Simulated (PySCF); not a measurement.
C₂H₅ClSi₂, SMILES C#C[Si@@H]([SiH3])Cl.

Coordinates come from a PBE0-D3(BJ)/def2-SVP optimisation. The structure was generated by enumeration; whether it is a known compound was not checked.

All values below come from TDDFT-PBE/def2-SVPD (PySCF).

Vertical excitations. 

Q: Estimate the UV-visible absorptions. (Estimate from the structure and the level; the computed values follow.)

A: 
| state | energy (eV) | λ (nm) | f | main pairs |
|---|---|---|---|---|
| S1 | 5.02 | 247 | 0.005 | HOMO→LUMO 98 % |
| S2 | 5.60 | 221 | 0.010 | HOMO→LUMO+1 49 %, HOMO−1→LUMO 48 % |
| S3 | 5.73 | 216 | 0.003 | HOMO−2→LUMO 95 % |
| S4 | 5.96 | 208 | 0.072 | HOMO−3→LUMO 44 %, HOMO→LUMO+1 21 %, HOMO−1→LUMO 15 %, HOMO−2→LUMO+1 10 % |
| S5 | 6.03 | 206 | 0.008 | HOMO−1→LUMO+1 60 %, HOMO−3→LUMO 31 % |
| S6 | 6.07 | 204 | 0.036 | HOMO−1→LUMO+1 31 %, HOMO−2→LUMO+1 27 %, HOMO−3→LUMO 22 %, HOMO−1→LUMO 10 % |
| S7 | 6.38 | 194 | 0.018 | HOMO→LUMO+2 80 % |
| S8 | 6.48 | 191 | 0.014 | HOMO→LUMO+3 72 %, HOMO−3→LUMO+1 21 % |
| S9 | 6.53 | 190 | 0.008 | HOMO−3→LUMO+1 67 %, HOMO→LUMO+3 15 % |
| S10 | 6.70 | 185 | 0.011 | HOMO−4→LUMO 83 % |
| T1 | 4.60 | 270 | 0 | HOMO→LUMO 63 %, HOMO−1→LUMO 20 % |
| T2 | 4.73 | 262 | 0 | HOMO−1→LUMO 39 %, HOMO→LUMO 33 %, HOMO→LUMO+1 14 % |
| T3 | 4.99 | 248 | 0 | HOMO→LUMO+1 60 %, HOMO−1→LUMO 31 % |
| T4 | 5.31 | 234 | 0 | HOMO−2→LUMO 65 %, HOMO−1→LUMO+1 25 % |
Triplets are in the Tamm–Dancoff approximation, which puts them higher than full response would, so one can lie above its singlet here.
